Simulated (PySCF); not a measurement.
Species: ZrEt2Cl2, C₄H₁₀Cl₂Zr (singlet state).
Bonds: Zr1–C2, Zr1–C9, Zr1–Cl16, Zr1–Cl17, C2–C3, C9–C10. Hydrogens: H4, H5 on C2; H6, H7, H8 on C3; H11, H12 on C9; H13, H14, H15 on C10.

Computed by this run: PySCF 2.14.0, PBE0-D3(BJ)/def2-SVP geometry optimisation, gas phase, def2 core potentials past Kr; density fitting, grid level 1; the optimiser is geomeTRIC in internal coordinates, started from a GFN2-xTB structure with every atom displaced at random (about 0.03 Å).

Step 0: E = -30616.2540 eV
```
atom  x, y, z in Å  |  force x, y, z in eV/Å
Zr1    -0.3309   -0.0888   -0.2638   -0.646   2.678   0.413
C2     -0.3551   -0.0554    1.9033    0.272   1.154   1.025
C3     -1.9062    0.0915    2.1937    3.715   1.343   2.096
H4      0.3048    0.8016    2.3778   -1.235  -1.386  -0.825
H5      0.0227   -1.0055    2.3219    0.065  -0.039   0.076
H6     -2.0498    0.0960    3.2923   -0.269  -0.168  -0.255
H7     -2.2035    1.0483    1.8338   -0.884   0.923  -0.589
H8     -2.3664   -0.7176    1.7566   -1.886  -2.035  -1.136
C9      1.6839   -0.0278   -0.8903    1.264  -0.452  -1.863
C10     1.4738   -0.0446   -2.4497   -1.563  -0.217   1.097
H11     2.2396   -0.9546   -0.6440    0.054   0.144   0.295
H12     2.3050    0.8457   -0.6453    0.011   0.036   0.356
H13     2.3540   -0.0097   -3.0450    1.439  -0.251  -0.484
H14     0.8742   -0.9242   -2.7773    0.303   0.185   0.039
H15     0.9203    0.8335   -2.7912   -0.359   0.345   0.025
Cl16   -1.4582    1.9266   -1.0326    0.493  -0.550   0.302
Cl17   -1.5368   -1.8156   -1.0797   -0.775  -1.710  -0.573
```

Q: Estimate the geometry and energy of step 1. (The exact step hangs on the optimiser's Hessian estimate; all steps are aligned on step 0, rigid shifts and turns removed.)

A: E = -30616.8402 eV, largest force 1.159 eV/Å
```
atom  x, y, z in Å  |  force x, y, z in eV/Å
Zr1    -0.3456   -0.0671   -0.2680   -0.014   0.082  -0.130
C2     -0.3914   -0.0476    1.9257   -0.551  -0.245  -0.132
C3     -1.9046    0.1174    2.2531    1.109   0.111   0.319
H4      0.2202    0.7568    2.3636    0.024   0.156   0.007
H5     -0.0097   -0.9972    2.3490    0.026  -0.002  -0.064
H6     -2.0417    0.1194    3.3457   -0.185  -0.084   0.051
H7     -2.2657    1.0921    1.8956   -0.281  -0.116  -0.151
H8     -2.4819   -0.7203    1.8394   -0.270   0.114  -0.069
C9      1.7525   -0.0304   -0.9646   -0.216  -0.303  -0.498
C10     1.4916   -0.0322   -2.4864   -0.154   0.308   0.078
H11     2.3104   -0.9488   -0.6962   -0.019   0.083   0.179
H12     2.3708    0.8402   -0.6888   -0.077   0.005   0.183
H13     2.4156   -0.0021   -3.0868    0.050  -0.113   0.030
H14     0.9096   -0.9085   -2.8201    0.089  -0.068  -0.005
H15     0.9128    0.8585   -2.7955    0.038  -0.033  -0.012
Cl16   -1.4088    1.9053   -1.0055    0.142   0.062   0.076
Cl17   -1.5625   -1.9362   -1.1001    0.290   0.043   0.139
```

The energy changes by -0.5862 eV. The first-order estimate −F·Δx gives -1.1416 eV and the mean of the old and new forces, exact on a quadratic surface, -0.5955 eV. The step makes an angle of 64° with the force vector and moves no atom by more than 0.142 Å.

What follows is the cost of the whole optimisation. The run took 6.9 min on one thread, Arm Neoverse V1 (aarch64), no GPU, shared host with 32 logical CPUs at a one-minute load of 17, and the process peaked at 0.74 GiB of memory.
